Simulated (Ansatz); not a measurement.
Level of theory: frozen-core CCSD(T)/cc-pVTZ // B3LYP-D3(BJ)/def2-TZVP in Ansatz (a first-principles code).

Ansatz 0.2 input:
```yaml
crystal:
  periodic: [false, false, false]
  atoms:
    - { symbol: C, position_ang: [-0.998438, -0.262742, 0.458965] }
    - { symbol: S, position_ang: [0.233579, 0.855958, -0.279906] }
    - { symbol: O, position_ang: [-0.126746, 0.979281, -1.703401] }
    - { symbol: S, position_ang: [1.836087, -0.574121, 0.002135] }
    - { symbol: H, position_ang: [-0.762315, -0.427654, 1.508543] }
    - { symbol: H, position_ang: [-1.015399, -1.197373, -0.09918] }
    - { symbol: H, position_ang: [-1.953328, 0.250105, 0.354525] }
    - { symbol: H, position_ang: [2.780936, 0.346625, -0.253165] }
basis:
  gaussian: { orbitals: cc-pVTZ }
correlation:
  method: ccsd_t
```

Output:

```
Functional definition: HF
1058 factors; integrals over basis functions are off by at most 1.0e-3 eV
mean field evaluation 1: about -24761.8794 eV, gradient 4.4e1 eV
mean field evaluation 2: about -24762.1811 eV, gradient 4.4e1 eV
mean field evaluation 4: about -24766.3076 eV, gradient 5.1e0 eV
mean field evaluation 8: about -24766.4054 eV, gradient 4.7e-1 eV
mean field evaluation 16: about -24761.8804 eV, gradient 4.4e1 eV
mean field -24766.40666752 eV, -910.1486577581 hartree, gradient 1.4e-6 eV, S^2 0.000000; 0 other end points of the search recorded, 0 dependent functions left out
12 core orbitals not correlated
reference -24766.40666752 eV, -910.1486577581 hartree; 13, 13 occupied and 159, 159 virtual orbitals, 1058 factors
second order -21.28089159 eV of doubles, -0.00000000 eV of singles
cycle   1  -21.46568104 eV  change   -1.8e-1 eV  update   1.3e-1
cycle   2  -22.04999800 eV  change   -5.8e-1 eV  update   4.7e-2
cycle   3  -22.23690906 eV  change   -1.9e-1 eV  update   2.8e-2
cycle   4  -22.22833982 eV  change    8.6e-3 eV  update   9.2e-3
cycle   5  -22.22307345 eV  change    5.3e-3 eV  update   5.2e-3
cycle   6  -22.22497399 eV  change   -1.9e-3 eV  update   2.0e-3
cycle   7  -22.22444180 eV  change    5.3e-4 eV  update   8.6e-4
cycle   8  -22.22432091 eV  change    1.2e-4 eV  update   2.9e-4
cycle   9  -22.22446616 eV  change   -1.5e-4 eV  update   1.6e-4
cycle  10  -22.22444285 eV  change    2.3e-5 eV  update   6.5e-5
cycle  11  -22.22441578 eV  change    2.7e-5 eV  update   3.0e-5
perturbative correction -1.06457688 eV, -0.0391224787 hartree
Total energy: -24789.69566018 eV, -911.0045124523 hartree
```

Cost: very roughly 80 core-seconds.
